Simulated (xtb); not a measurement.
Harmonic IR lines of one isomer of C7H8OS2Si, unscaled. Calculation: GFN2-xTB (xtb).

wavenumber (cm⁻¹): 521 (w), 540 (w), 562 (m), 642 (vw), 760 (m), 780 (s), 786 (vs), 858 (w), 870 (w), 995 (m), 1119 (w), 1133 (w), 1140 (w), 1168 (w), 1336 (w), 1379 (m), 1553 (m), 2261 (s), 2267 (m), 2275 (s), 2932 (w), 2948 (w)

Problem. Identify which structure gives these lines.
A. `COc1cc2sc([SiH3])cc2s1`
B. `COc1c([SiH3])sc2ccsc12`
C. `COc1cc2scc([SiH3])c2s1`
D. `COc1csc2cc([SiH3])sc12`

Solution. D, `COc1csc2cc([SiH3])sc12`
